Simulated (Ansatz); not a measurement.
`C#C[Si](F)(F)F` + `Cl[SiH2]Cl` → `F[Si](F)(F)[SiH](Cl)Cl` + `C#C` at 700 K and 1 bar (formal exchange of groups at the Si–C bond).

Program: Ansatz. Geometries: PBE0-D4/def2-TZVP. ΔE: electronic, gas phase. CCSD(T)/CBS adds triple-zeta CCSD(T) − MP2 to the extrapolated MP2 energy (def2 sets, frozen cores). This one scheme is used for every species. One conformer a species, not always the lowest.

```tsv
species	CCSD(T)/CBS energy (Eh)	H − E (kJ/mol)	S (J/(mol·K))
`C#C[Si](F)(F)F`	-665.32575	142.9	425.3
`Cl[SiH2]Cl`	-1209.93203	98.0	351.1
`F[Si](F)(F)[SiH](Cl)Cl`	-1798.00739	146.1	542.7
`C#C`	-77.22717	102.1	244.4
```

H − E and S are ideal-gas, rigid-rotor, harmonic terms from PBE0-D4/def2-TZVP, for one conformer and one mirror image of each species. 1 Eh = 2625.50 kJ/mol, R = 8.31446 J/(mol·K).

Q: By hand: ΔE, ΔH, ΔS and ΔG.

A: ΔE = (-1798.00739) + (-77.22717) − (-665.32575) − (-1209.93203) = 0.02322 Eh = 61.0 kJ/mol. Δ(H − E) = 146.1 + 102.1 − 142.9 − 98.0 = 7.3, so ΔH = 68.3 kJ/mol. ΔS = 542.7 + 244.4 − 425.3 − 351.1 = 10.7 J/(mol·K). ΔG = 68.3 − 700 × (10.7)/1000 = 60.8 kJ/mol.

Q: By hand: the equilibrium constant, and the temperature at which ΔG would vanish if ΔH and ΔS stayed fixed.

A: log₁₀ K = −ΔG/(RT ln 10) = -4.5. ΔG = 0 at ΔH/ΔS = 6383 K, far beyond where these terms or the molecules hold.

The number of gas molecules stays the same, so ΔS is small and ΔH decides. A doubt of 5 kJ/mol in ΔE shifts log₁₀ K by 0.4 here. Other conformers and mirror images would add mixing entropy, several J/(mol·K) or more a flexible species. Modes under 60 cm⁻¹, often nearly free rotors, make the harmonic entropy too high. These are equilibria of isolated gas molecules and say nothing of rates. Largest T1 diagnostic: 0.013 (customary marks: 0.02 for closed shells, 0.045 for open ones).
